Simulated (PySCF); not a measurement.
Gas-phase reaction: 2 GeI4 + Ge2H6 → 4 GeI2 + 3 H2

Energies from PySCF, thermal terms from the rigid-rotor harmonic-oscillator model, ideal gas at 1 bar. † marks an energy on the PBE0/def2-TZVP geometry and frequencies; other levels use their own. MP2 freezes the core. All species are closed-shell singlets. I: scalar-relativistic def2 core potential, no spin-orbit coupling. Ge: all electrons, no relativistic terms. MP2 isn't extrapolated to the basis-set limit.

```tsv
level	ΔH°(298 K), kJ
HF/def2-TZVP†	218
M06-2X/def2-TZVP†	?
MP2/def2-SVP†	309
MP2/def2-TZVPP†	?
PBE0/def2-TZVP	219
LDA/def2-TZVP†	?
```

Task: Complete the blanks.

Result: 
- M06-2X/def2-TZVP†, ΔH°(298 K), kJ: 204
- MP2/def2-TZVPP†, ΔH°(298 K), kJ: 331
- LDA/def2-TZVP†, ΔH°(298 K), kJ: 288
